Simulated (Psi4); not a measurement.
ClCs (SMILES [Cl][Cs]), singlet, at a GFN2-xTB geometry (such geometries of metal compounds can be far from the true shape) (core potentials on Cs). Base run: B3LYP/def2-SVP in Psi4.

Psi4 was given this input:
```
memory 2 GB

molecule {
0 1
  Cs   -0.00000000   -0.00000000   -0.68024263
  Cl    0.00000000    0.00000000    2.20078499
}

set basis def2-svp

energy('b3lyp')
print_variables()
```

Variants of this job, named by their change:

```
change                           ΔE vs base (mEh)  SCF cycles  grid points  basis functions
-------------------------------  ----------------  ----------  -----------  ---------------
base                                        0.000           7        43430               42
dft_spherical_points = 194                  0.137           7        28022               42
scf_type = dfdirj+link                     -0.011           7        43430               42
dft_spherical_points = 974                  0.001           7       140036               42
guess = sap                                 0.000          12        43430               42
scf_type = dfdirj+cosx                     -0.107           8        43430               42
diis_max_vecs = 3                           0.000          10        43430               42
scf_type = disk_df                          0.000           7        43430               42
scf_initial_accelerator = ediis             0.000           7        43430               42
dft_spherical_points = 434                  0.006           7        62434               42
e_convergence = 1e-8                        0.000           8        43430               42
scf_type = mem_df                           0.000           7        43430               42
dft_spherical_points = 590                  0.001           7        84838               42
```
